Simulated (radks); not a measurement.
Values are calculated unless marked as measured or tabulated.
Problem. The table gives one normalised radial function P(r) = r R(r) of Hg2+ in [Xe] 4f13.5 5d10 6p0.5 (r in bohr). Level of theory: scalar-relativistic Kohn-Sham, LDA (Slater exchange, Perdew-Wang correlation), spin-polarised, spherical densities, finite nucleus; open shells are filled with parallel spins first (spin-orbit coupling, left out, can overturn this in heavy ions); Fermi nuclear charge, rms radius 5.4648 fm (a radial shooting solver on a logarithmic mesh with Libxc functionals).

| r | P |
|---|---|
| 0.0007332 | 0.0005 |
| 0.0008536 | 0.0006 |
| 0.0009937 | 0.0008 |
| 0.001157 | 0.0010 |
| 0.001347 | 0.0013 |
| 0.001568 | 0.0017 |
| 0.00184 | 0.0022 |
| 0.002142 | 0.0029 |
| 0.002493 | 0.0037 |
| 0.002903 | 0.0047 |
| 0.003379 | 0.0060 |
| 0.003934 | 0.0077 |
| 0.00458 | 0.0098 |
| 0.005332 | 0.0125 |
| 0.006207 | 0.0158 |
| 0.007226 | 0.0198 |
| 0.008412 | 0.0248 |
| 0.009793 | 0.0308 |
| 0.01149 | 0.0383 |
| 0.01338 | 0.0466 |
| 0.01558 | 0.0558 |
| 0.01813 | 0.0659 |
| 0.02111 | 0.0761 |
| 0.02457 | 0.0856 |
| 0.02861 | 0.0933 |
| 0.0333 | 0.0974 |
| 0.03877 | 0.0960 |
| 0.04514 | 0.0870 |
| 0.05255 | 0.0684 |
| 0.06117 | 0.0394 |
| 0.07121 | 0.0009 |
| 0.08357 | -0.0461 |
| 0.09729 | -0.0901 |
| 0.1133 | -0.1240 |
| 0.1319 | -0.1369 |
| 0.1535 | -0.1200 |
| 0.1787 | -0.0700 |
| 0.208 | 0.0072 |
| 0.2422 | 0.0945 |
| 0.2819 | 0.1669 |
| 0.3282 | 0.1979 |
| 0.3821 | 0.1696 |
| 0.4448 | 0.0812 |
| 0.5178 | -0.0480 |
| 0.6077 | -0.1898 |
| 0.7075 | -0.2878 |
| 0.8236 | -0.3163 |
| 0.9588 | -0.2604 |
| 1.116 | -0.1265 |
| 1.299 | 0.0603 |
| 1.513 | 0.2655 |
| 1.761 | 0.4532 |
| 2.05 | 0.5929 |
| 2.387 | 0.6643 |
| 2.779 | 0.6605 |
| 3.235 | 0.5899 |
| 3.796 | 0.4670 |
| 4.419 | 0.3331 |
| 5.144 | 0.2098 |
| 5.989 | 0.1147 |
| 6.972 | 0.0534 |
| 8.117 | 0.0207 |
| 9.449 | 0.0065 |

Which n and l does it have? It may be an empty orbital.

Solution. n = 6, l = 1: the number of nodes gives n - l - 1 = 4, the rise at small r (about r^(l+1), flatter next to the nucleus through relativity) gives l, and the extent must fit the shell. The curve is that of 6p down; the table hardly tells the two spins apart. 6p down (empty): eigenvalue -15.918 eV, 4 radial nodes at r = 0.0715, 0.205, 0.491, 1.24 bohr, <r> = 2.94 bohr, 90 % of the charge inside 4.28 bohr.
